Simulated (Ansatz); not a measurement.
Diatomic BeCd, multiplicity 3 (an upper state: multiplicity 1 came lower at CCSD(T)/def2-TZVPP on PBE0 minima). No spin–orbit coupling.

Constants: fifth-degree fit in 1/R to seven points, most abundant isotopes. In def2 and cc sets the state is the lowest found near the PBE0 minimum, followed along R.

Correlated levels freeze the inner cores; with def2 sets outer-core shells near the valence are correlated too.

The values were computed with Ansatz (Gaussian basis) for Hartree–Fock, density functionals and correlated methods.  In def2 rows elements past Kr take small-core potentials, without spin–orbit coupling.

Energies at CCSD(T)/def2-TZVPP:

```tsv
R (Å)	E (hartree)
2.177167	-182.15558351
2.235693	-182.15774145
2.289536	-182.15890726
2.350403	-182.15944626
2.411270	-182.15931273
2.481502	-182.15850550
2.563438	-182.15691098
```

With a reduced mass of 8.3514 u, find the minimum, the force constant and the constants.

A fifth-degree polynomial in 1/R puts the minimum at r_e = 2.3670 Å with force constant 74.2 N/m. Then ω_e = (1/2πc)√(k/μ) = 388 cm⁻¹ and B_e = h/(8π²cμr_e²) = 0.3603 cm⁻¹; the cubic and quartic terms give α_e = 0.0039 and ω_e x_e = 3.7 cm⁻¹.

Ansatz is an electronic-structure program.
